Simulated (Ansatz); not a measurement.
Consider the atomization: `C=C([SiH3])C(=O)S` → 3 C• + 6 H• + O• + S• + Si•.

Gas-phase electronic energies from Ansatz, PBE0-D4/def2-TZVP geometries. CBS: MP2 limit from def2 TZ/QZ plus the TZ coupled-cluster correction, frozen cores. This one scheme is used for every species, atoms too. DFT in def2-TZVPP. Open shells (•) are unrestricted, without spin–orbit coupling. Spin–orbit coupling would lower the free atoms: a little for C, O, S, Si. One conformer a species, not always the lowest.

Task: What is ΔE at CCSD(T)/CBS? (An estimate is asked.)

Result: Ansatz gave: +4610.5 kJ/mol.

Task: What do these levels give: PBE0-D4, ωB97X-V, PBE, r2SCAN, SCS-MP2/def2-QZVPP, CCSD/CBS(def2)? (Best estimate.)

Result: Computed: PBE0-D4 4638.7, ωB97X-V 4630.8, PBE 4718.2, r2SCAN 4637.7, SCS-MP2/def2-QZVPP 4628.5, CCSD/CBS(def2) 4519.0 kJ/mol.

Largest T1 diagnostic among the species: 0.016.

The D4 term adds +52.6 kJ/mol with B3LYP and +27.7 kJ/mol with PBE0; it sums over pairs of atoms, weighted by their polarisabilities, and B3LYP, whose exchange is more repulsive, gets the larger term. In def2-TZVPP, CCSD(T) changes the Hartree–Fock value by +1200.7 kJ/mol (the triples alone add +91.6 kJ/mol) and MP2 by +1294.9 kJ/mol; breaking electron pairs costs correlation energy, which Hartree–Fock lacks.

B3LYP here is the variant with VWN-RPA as its local correlation; programs differ in this.

For atomizations the MP2-based limit and the directly extrapolated one differ by several kJ/mol either way, and by 10 to 25 for some Ge, Se and Sn compounds, so smaller differences from it don't rank the levels.
